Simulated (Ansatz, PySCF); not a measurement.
Gas-phase reaction (SMILES): O[Si](O)(O)N[Si](O)(O)O + [H][H] (H2) -> O[SiH](O)O + N[Si](O)(O)O; hydrogen cleaves one Si-N bond, a model of a ligand-exchange step.

Geometries: B3LYP-D3(BJ)/def2-TZVP minima from Ansatz (a program for electronic structure), one conformer each, not searched for the lowest. Valence correlation only, unless marked. No spin-orbit coupling. Non-relativistic. Basis-set limits of correlation are two-point, X^-3; Hartree-Fock from the larger set. The bracket is a focal-point correction in the basis named. Thermal terms are rigid-rotor harmonic-oscillator values from B3LYP-D3(BJ) frequencies (Ansatz or PySCF) at 298.15 K and 1 atm. 1 Eh = 627.5095 kcal/mol.

```csv
species,"E, RI-MP2/CBS(cc-pV(T+d)Z,cc-pV(Q+d)Z)+[CCSD(T)-MP2]/cc-pV(T+d)Z (Ansatz) (Eh)","E, r2SCAN-D4/def2-TZVPD (Ansatz + dftd4) (Eh)",H - E (Eh)
O[Si](O)(O)N[Si](O)(O)O,-1088.53182,-1089.68036,0.11877
[H][H] (H2),-1.17529,-1.17100,0.01336
O[SiH](O)O,-517.16389,-517.71215,0.05830
N[Si](O)(O)O,-572.51372,-573.10801,0.07786
```

Work out ΔE and ΔH at 298.15 K at the first level, then ΔH at the second.


1. ΔE = [(-517.16389) + (-572.51372)] - [(-1088.53182) + (-1.17529)] = 0.02950 Eh = 18.5 kcal/mol at RI-MP2/CBS(cc-pV(T+d)Z,cc-pV(Q+d)Z)+[CCSD(T)-MP2]/cc-pV(T+d)Z.
2. The terms H - E add up to 0.00403 Eh, so ΔH = (0.02950 + (0.00403))×627.5095 = 21.0 kcal/mol.
3. At r2SCAN-D4/def2-TZVPD the same steps give ΔE = 19.6 and ΔH = 22.1 kcal/mol, a shift of +1.1 from the first level.
4. These values are not checked against measurement here, since the tables used lack a sound gas-phase enthalpy of formation for at least one species.
